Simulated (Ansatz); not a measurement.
Calculation: frozen-core CCSD(T)/cc-pVTZ // B3LYP-D3(BJ)/def2-TZVP run with Ansatz (a program for electronic structure).

Ansatz 0.2 input:
```yaml
crystal:
  periodic: [false, false, false]
  atoms:
    - { symbol: C, position_ang: [-0.681858, -0.414616, -1.215762] }
    - { symbol: C, position_ang: [-0.580483, 0.548275, -0.065689] }
    - { symbol: Si, position_ang: [0.524294, 0.585756, 1.221629] }
    - { symbol: O, position_ang: [1.7651, -0.451807, 1.503418] }
    - { symbol: H, position_ang: [-0.57669, 0.093527, -2.17964] }
    - { symbol: H, position_ang: [0.087642, -1.189645, -1.179232] }
    - { symbol: H, position_ang: [-1.649641, -0.925926, -1.229576] }
    - { symbol: H, position_ang: [-1.317287, 1.347239, -0.036935] }
    - { symbol: H, position_ang: [0.524536, 1.583191, 2.295154] }
    - { symbol: H, position_ang: [1.904385, -1.175994, 0.886636] }
basis:
  gaussian: { orbitals: cc-pVTZ }
correlation:
  method: ccsd_t
```

Output:

```
Functional definition: HF
1189 factors; integrals over basis functions are off by at most 1.3e-3 eV
mean field evaluation 1: about -12052.0088 eV, gradient 4.4e1 eV
mean field evaluation 2: about -12052.2138 eV, gradient 4.5e1 eV
mean field evaluation 4: about -12056.7134 eV, gradient 3.6e0 eV
mean field evaluation 8: about -12056.7848 eV, gradient 3.0e-1 eV
mean field evaluation 16: about -12052.0083 eV, gradient 4.4e1 eV
mean field -12056.78563380 eV, -443.0786996595 hartree, gradient 7.6e-6 eV, S^2 0.000000; 0 other end points of the search recorded, 0 dependent functions left out
8 core orbitals not correlated
reference -12056.78563380 eV, -443.0786996595 hartree; 12, 12 occupied and 188, 188 virtual orbitals, 1189 factors
second order -19.18505496 eV of doubles, -0.00000000 eV of singles
cycle   1  -19.50950660 eV  change   -3.2e-1 eV  update   9.6e-2
cycle   2  -19.98822534 eV  change   -4.8e-1 eV  update   3.0e-2
cycle   3  -20.09918282 eV  change   -1.1e-1 eV  update   1.5e-2
cycle   4  -20.09109607 eV  change    8.1e-3 eV  update   4.1e-3
cycle   5  -20.08996767 eV  change    1.1e-3 eV  update   1.8e-3
cycle   6  -20.09058139 eV  change   -6.1e-4 eV  update   5.9e-4
cycle   7  -20.09026934 eV  change    3.1e-4 eV  update   2.1e-4
cycle   8  -20.09028094 eV  change   -1.2e-5 eV  update   9.8e-5
cycle   9  -20.09031096 eV  change   -3.0e-5 eV  update   3.2e-5
cycle  10  -20.09029864 eV  change    1.2e-5 eV  update   1.2e-5
perturbative correction -0.82688164 eV, -0.0303873397 hartree
Total energy: -12077.70281408 eV, -443.8473918564 hartree
```

Cost: around 110 core-seconds (rough).
